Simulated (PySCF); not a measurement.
# Working out the excitation energy of Si

Si [Ne] 3s2 3p2 (3P) → Si [Ne] 3s2 3p1 4s1 (3P). All numbers are calculated (PySCF 2.14, no relativity, point nucleus, in aug-cc-pwCVDZ). Frozen: 1s2. Energies in hartree (1 hartree = 27.21139 eV):

```tsv
part	Si (lower)	Si (upper)
UHF	-288.851177	-288.670280
CCSD correlation	-0.205350	-0.202447
(T)	-0.002847	-0.003039
```

Question: What does Hartree-Fock give?

Answer: (-288.670280) − (-288.851177) = 0.180897 hartree = 4.922 eV.

Question: What do CCSD and CCSD(T) give?

Answer: The CCSD correlation energies differ by 0.002903 hartree = 0.079 eV and the triples by -0.000192 hartree = -0.005 eV, so CCSD gives 5.001 eV and CCSD(T) 4.996 eV.

A double-zeta basis recovers only part of the correlation energy.
